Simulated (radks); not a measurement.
The caesium ion Cs4+, [Kr] 4d10 5s2 5p3. Calculated with a radial shooting solver on a logarithmic mesh with Libxc functionals: non-relativistic Kohn-Sham, exchange-only PBE, spin-polarised, spherical densities, point nucleus. Every spin shell is full or empty, so the densities are truly spherical. Functionals are evaluated on that one density, not self-consistently. Rank these orbital-free kinetic functionals by their error against the exact value of the orbitals, and give that value: Thomas-Fermi, von Weizsacker, TF + vW, TF + vW/9, APBEK, revAPBEK, Perdew 92, Thakkar, PG1, DePristo-Kress, Ernzerhof.

Answer. Exact: 7549.43 hartree. From best to worst, with 100 (|E| - |E exact|)/|E exact| (equal figures are ties): APBEK +0.09, DePristo-Kress -0.13, revAPBEK +0.26, Ernzerhof -0.43, Thakkar -0.62, Perdew 92 -0.68, TF + vW/9 -0.69, Thomas-Fermi -5.17, PG1 +14.51, TF + vW +35.15, von Weizsacker -59.68.
